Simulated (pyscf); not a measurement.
`[SiH2][PH2]` [doublet] -> `[SiH3][PH]` [doublet] (hydrogen shift; doublet surface; H–P broken, H–Si formed). Single points on ωB97X-D3(BJ)/def2-SVP structures (PySCF, gas phase). MP2 and CC: frozen core, UHF for open shells. ΔMP2 is the change of the MP2 total energy from the triple- to the quadruple-zeta basis. Energies in kcal/mol from the reactant's lowest minimum found.

| level | barrier | reaction energy |
|---|---|---|
| B3LYP-D3(BJ)/def2-TZVP | 25.6 | -6.5 |
| PBE0-D3(BJ)/def2-TZVP | 24.1 | -5.4 |
| ωB97M-D3(BJ)/def2-TZVP | 25.9 | -7.2 |
| HF/def2-TZVP | 35.5 | -11.2 |
| MP2/def2-QZVPP | 26.8 | -6.6 |
| CCSD(T)/def2-TZVPP | 26.0 | -7.5 |
| CCSD(T)/def2-TZVPP + ΔMP2(QZVPP) | ? | ? |

Fill in the missing entries.


- CCSD(T)/def2-TZVPP + ΔMP2(QZVPP), barrier: 25.5
- CCSD(T)/def2-TZVPP + ΔMP2(QZVPP), reaction energy: -7.4

This is the saddle that the search found; another between the same sides may lie lower. The CCSD(T) − MP2 part came from Ansatz, without density fitting, on the same reference.
